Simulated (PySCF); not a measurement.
## Structure elucidation problem

Molecular formula: C$_{8}$H$_{10}$. Simulated spectra:

¹H NMR (600 MHz, computed): δ 6.20 (m, 1H), 5.96 (d, 1H), 3.69 (m, 1H), 1.82 (s, 3H), 1.48 (m, 1H), 1.22 (s, 3H).

¹³C{¹H} NMR (computed): δ 143.3 (CH), 142.4 (CH), 67.9 (C), 63.1 (CH), 49.7 (C), 41.7 (CH), 12.9 (CH3), 11.0 (CH3).

[PySCF 2.14: structure optimised with GFN2-xTB; NMR shieldings at PBE0/pcSseg-1/GIAO; no relativistic terms; a single conformation; one averaged value for each set of equivalent atoms; isolated molecule]

References, each an isolated molecule treated in the same way: ¹H (σ = 31.72 ppm), ¹³C (σ = 186.93 ppm) against TMS.

Question: Propose a structure and justify it.

Answer: 
The formula gives 4 degrees of unsaturation (3 rings in the answer). 8 carbon signals for 8 carbons: no two carbons are equivalent. Carbon types of the structure: 2 × C, 4 × CH, 2 × CH3, which accounts for all hydrogens. δC 143.3, 142.4: alkene CH; as expected for a trigonal carbon in a double bond. δC 67.9, 63.1, 49.7, 41.7: three-membered-ring carbon. δC 12.9, 11.0: methyl carbon; aliphatic region, no heteroatom directly attached. δH 6.20, 5.96: hydrogen on an alkene CH; olefinic region. δH 3.69, 1.48: hydrogen on a three-membered-ring carbon. δH 1.82, 1.22: hydrogen on a methyl carbon.

Structure: SMILES [C@H]12[C@]3(C)[C@H]1C=C[C@@]32C.

This is the structure that produced the data. Such data don't tell enantiomers apart.

Shifts are as computed. Against solution values, carbons near 30 ppm lie about +3 ppm off and those near 130 ppm about +5 ppm (rms about the fit 2.1 ppm; single classes can miss by 10 ppm). Of 1328 compounds with measured shifts, 309 miss one by over three times the rms of a fit or turn the order of signals round; such compounds aren't used in these exercises. Signals without a measured value on file couldn't be tested in this way; 1H shifts scatter by 0.2 ppm about their fit, and single ones miss by 0.5 ppm. Multiplicities follow the n + 1 count of equivalent neighbours, as no J values were calculated; m marks all less simple cases, F and P coupling included.
